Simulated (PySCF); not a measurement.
Ge(H)3(NMe2) (C2H9GeN), SMILES C[N](C)[GeH3]. The structure is a stationary point at PBE-D3(BJ)/def2-SVP.

These are PBE-D3(BJ)/def2-SVP (PySCF 2.14.0) values and carry that method's errors.

Harmonic wavenumbers (cm⁻¹): 130, 152, 240, 249, 255, 325, 567, 589, 606, 807, 839, 857, 981, 1052, 1078, 1122, 1216, 1235, 1377, 1395, 1397, 1414, 1429, 1447, 2001, 2084, 2098, 2854, 2860, 2948, 2954, 3035, 3036. Rotational constants (GHz): 8.180, 2.890, 2.281; symmetry number 1.

Work out the zero-point energy and the ideal-gas rigid-rotor harmonic-oscillator thermochemistry at 298.15 K and 1 atm.

ZPE = ½ Σ hcν = ½ × 44630 cm⁻¹ = 266.94 kJ/mol. H − E(el) = 287.57 kJ/mol. Entropy in J/(mol K): translation 168.43, rotation 109.58, vibration 60.92, total 338.93. G − E(el) = 186.52 kJ/mol. Cp = 108.66 J/(mol K). Modes under 150 cm⁻¹ make the vibrational entropy uncertain.
